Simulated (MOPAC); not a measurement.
MOPAC input (PM7):

```
PM7 1SCF UHF MS=0.5 GEO-OK AUX(PRECISION=9) THREADS=1
FOSi

Si   -0.07963600 1   -0.12208800 1    0.36432600 1
O     1.34571800 1   -0.55284800 1    0.02732200 1
F    -1.07231600 1    0.68133400 1   -0.59101600 1
```

Output:

```
 *******************************************************************************
 **                                                                           **
 **                              MOPAC v23.2.5                                **
 **                                                                           **
 *******************************************************************************
 ** MOPAC's Digital Object Identifier: https://doi.org/10.5281/zenodo.6511958 **
 **                                                                           **
 ** Please cite the open-source release paper for use of this MOPAC version:  **
 ** J. E. Moussa and J. J. P. Stewart (2026)                                  **
 ** MOPAC: An open-source semiempirical molecular orbital program             **
 ** J. Open Source Softw., 11(119), 8025, https://doi.org/10.21105/joss.08025 **
 *******************************************************************************

                              PM7 CALCULATION RESULTS

 *******************************************************************************
 *  PM7        - The PM7 Hamiltonian to be used
 *  GEO-OK     - OVERRIDE INTERATOMIC DISTANCE AND OTHER SAFETY CHECKS
 *  UHF        - UNRESTRICTED HARTREE-FOCK CALCULATION
 *  MS=        - IN MECI, MAGNETIC COMPONENT OF SPIN =  0.5
 *  1SCF       - DO 1 SCF AND THEN STOP
 *  AUX        - OUTPUT AUXILIARY INFORMATION
 *******************************************************************************
PM7 1SCF UHF MS=0.5 GEO-OK AUX(PRECISION=9) THREADS=1
 FOSi

   ATOM   CHEMICAL          X               Y               Z
  NUMBER   SYMBOL      (ANGSTROMS)     (ANGSTROMS)     (ANGSTROMS)

     1      Si         -0.07963600  *  -0.12208800  *   0.36432600  *
     2       O          1.34571800  *  -0.55284800  *   0.02732200  *
     3       F         -1.07231600  *   0.68133400  *  -0.59101600  *

          CARTESIAN COORDINATES

    NO.       ATOM           X           Y           Z

     1        Si         -0.0796     -0.1221      0.3643
     2         O          1.3457     -0.5528      0.0273
     3         F         -1.0723      0.6813     -0.5910

 General Reference for PM7:
 "Optimization of Parameters for Semiempirical Methods VI: More Modifications to the
 NDDO Approximations and Re-optimization of Parameters", J. J. P. Stewart, J. Mol. Mod., 1:32, 19 (2013)
 https://link.springer.com/article/10.1007/s00894-012-1667-x

           Empirical Formula: O Si F  =     3 atoms

      MOLECULAR POINT GROUP   :   Cs

          UHF CALCULATION, NO. OF ALPHA ELECTRONS =    9
                           NO. OF BETA  ELECTRONS =    8

 -------------------------------------------------------------------------------
 PM7 1SCF UHF MS=0.5 GEO-OK AUX(PRECISION=9) THREADS=1
 FOSi

     1SCF WAS SPECIFIED, SO BFGS WAS NOT USED
     SCF FIELD WAS ACHIEVED

                              PM7 CALCULATION
                                                       MOPAC v23.2.5 Linux

          FINAL HEAT OF FORMATION =        -93.88060 KCAL/MOL =    -392.79644 KJ/MOL

          COSMO AREA              =         86.27 SQUARE ANGSTROMS
          COSMO VOLUME            =         72.51 CUBIC ANGSTROMS

          IONIZATION POTENTIAL    =         10.917069 EV
          ALPHA SOMO LUMO (EV)    =        -10.917 -2.283
          BETA  SOMO LUMO (EV)    =        -12.307 -1.999
          NO. OF ALPHA ELECTRONS  =          9
          NO. OF BETA  ELECTRONS  =          8
          MOLECULAR WEIGHT        =         63.0833         POINT GROUP:  Cs

          MOLECULAR DIMENSIONS (Angstroms)

            Atom       Atom       Distance
            F     3    O     2     2.78432
            O     2   Si     1     0.70541
            F     3   Si     1     0.00000

          SCF CALCULATIONS        =          1

   ATOM   CHEMICAL          X               Y               Z
  NUMBER   SYMBOL      (ANGSTROMS)     (ANGSTROMS)     (ANGSTROMS)

     1      Si         -0.07963600  *  -0.12208800  *   0.36432600  *
     2       O          1.34571800  *  -0.55284800  *   0.02732200  *
     3       F         -1.07231600  *   0.68133400  *  -0.59101600  *

                             CARTESIAN COORDINATES

   1   Si       -0.079636000    -0.122088000     0.364326000
   2    O        1.345718000    -0.552848000     0.027322000
   3    F       -1.072316000     0.681334000    -0.591016000

           Empirical Formula: O Si F  =     3 atoms

      MOLECULAR POINT GROUP   :   Cs

          ALPHA EIGENVALUES
 -41.26227 -29.92767 -16.83028 -16.65918 -16.41903 -14.25191 -13.47218 -13.12722
 -10.91707  -2.28316   0.49979   2.37446  20.38118  20.40196  21.40991  22.39952
  22.78031

           BETA EIGENVALUES
 -41.23884 -29.25128 -16.95819 -16.51309 -16.43374 -13.87948 -12.96096 -12.30725
  -1.99905  -1.71831   0.78465   2.01972  20.95869  21.03534  21.76172  22.90084
  23.22461

              NET ATOMIC CHARGES AND DIPOLE CONTRIBUTIONS

  ATOM NO.   TYPE          CHARGE      No. of ELECS.   s-Pop       p-Pop       d-Pop
    1         Si           0.590372        3.4096     0.79447     2.35704     0.25812
    2          O          -0.304647        6.3046     1.84165     4.46300
    3          F          -0.285725        7.2857     1.92426     5.36147
 DIPOLE           X         Y         Z       TOTAL
 POINT-CHG.    -0.723    -0.472     1.804     2.000
 HYBRID        -0.895     0.594    -0.554     1.208
 SUM           -1.618     0.122     1.251     2.049

          ATOMIC ORBITAL ELECTRON POPULATIONS

     Atom    s        px        py        pz      x^2-y^2     xz        z^2       yz        xy
    1 Si   0.79447   0.76470   0.64325   0.94909   0.06423   0.07194   0.03601   0.02287   0.06308
    2  O   1.84165   1.35883   1.46602   1.63815
    3  F   1.92426   1.78820   1.80346   1.76982

                    (SZ)    =    0.500000
                    (S**2)  =    0.759497

          ATOMIC ORBITAL SPIN POPULATIONS

    Atom   Total    s     px     py     pz   x^2-y^2  xz     z^2    yz     xy
         Atomic
    1 Si  0.7938  0.264  0.121  0.018  0.385  0.000  0.004  0.001 -0.000  0.000
    2  O  0.1879  0.004  0.034  0.030  0.119
    3  F  0.0183  0.001 -0.001 -0.000  0.020

 **********************
 *                    *
 * JOB ENDED NORMALLY *
 *                    *
 **********************

 == MOPAC DONE ==
```

The geometry given is a B3LYP-D3(BJ)/def2-TZVP minimum.
